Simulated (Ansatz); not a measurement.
Input file for Ansatz (an electronic-structure program): R-SVWN5/def2-TZVPP on AlH3Se2 (SMILES [SeH][AlH][SeH]), a point of a torsion scan.

Ansatz 0.2 input:
```yaml
crystal:
  periodic: [false, false, false]
  atoms:
    - {symbol: Se, position_ang: [-2.26064692, -0.10840977, -0.60189127]}
    - {symbol: Al, position_ang: [0.02063394, 0.17230049, -0.42567148]}
    - {symbol: Se, position_ang: [1.64307406, -0.49958878, -1.92167868]}
    - {symbol: H, position_ang: [-2.27669381, -0.87458542, 0.62235877]}
    - {symbol: H, position_ang: [0.53851024, 0.90212214, 0.81914736]}
    - {symbol: H, position_ang: [2.62693392, 0.10370949, -1.05501142]}
basis:
  gaussian:
    orbitals: def2-TZVPP
hamiltonian:
  xc: {name: SVWN5}
scf: {lower_state_search: off}
```

The head of its log:

```
WARN ansatz: RAYON_NUM_THREADS=1 ignored (pool sized by the plan → 1); use --threads N
Functional definition: SVWN5
these checks for a lower state are left out or cut short: stability, starts, cluster_reference, orbital_swaps, neighbouring_geometries, increment
integrals: 0.11 GiB planned
1220 factors; their error is unknown
mean field: 0.67 GiB planned
mean field evaluation 1: about -137131.1522 eV, gradient 2.5e1 eV
mean field evaluation 2: about -137131.6953 eV, gradient 1.9e1 eV
```

Q: Predict the final total energy.

A: -5039.5370 hartree.
